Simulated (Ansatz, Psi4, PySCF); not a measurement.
C$_{4}$H$_{9}$Cl$_{2}$Sn, charge +1, singlet, geometry from GFN2-xTB (such geometries of metal compounds can be far from the true shape) (all electrons, no relativity). Base run: R2SCAN/STO-3G run with PySCF.

Geometry (Å):
```xyz
16

Sn     0.3955     0.3998     0.5279
C     -0.1919    -1.6939    -0.6690
C     -0.8122    -1.3713    -1.9649
C     -1.2202    -2.7328    -2.6213
C     -2.4629    -3.3538    -2.0120
H      0.7854    -2.1755    -0.7158
H     -0.8500    -2.1401     0.0768
H     -1.7182    -0.7691    -1.8627
H     -0.1120    -0.8711    -2.6374
H     -1.4114    -2.4980    -3.6701
H     -0.3834    -3.4309    -2.5811
H     -3.2837    -2.6414    -1.9811
H     -2.2898    -3.7380    -1.0104
H     -2.7749    -4.1922    -2.6312
Cl     1.4863     0.9972     2.5138
Cl    -0.2872     2.3779    -0.5007
```
Charge +1, spin multiplicity 1.
All else is at PySCF's defaults.

The same geometry, method and basis name were run in Ansatz (a quantum-chemistry and plane-wave program) and Psi4 and PySCF, at each program's defaults and at the settings that a row names. The base is PySCF at its defaults. Differences at the defaults can come from grids, fitting, cores and function types together. The rows with settings made alike still differ; the cause (another SCF solution, basis table, core potential or functional code) wasn't traced.

| code and settings | ΔE vs base (µEh) | basis functions | E (Eh) | SCF cycles |
|---|---|---|---|---|
| PySCF, defaults (exact integrals, its default grid, spherical functions) | 0.0 | 74 | -7031.64664 | 10 |
| Ansatz, defaults (factorised integrals, its default grid, spherical functions) | -1826 | 74 | -7031.64847 | - |
| PySCF, fine grid | -2995 | 74 | -7031.64964 | 10 |
| Psi4, exact integrals, spherical functions, fine grid | -4477 | 74 | -7031.65112 | 11 |
| Ansatz, high accuracy | -1823 | 74 | -7031.64846 | - |
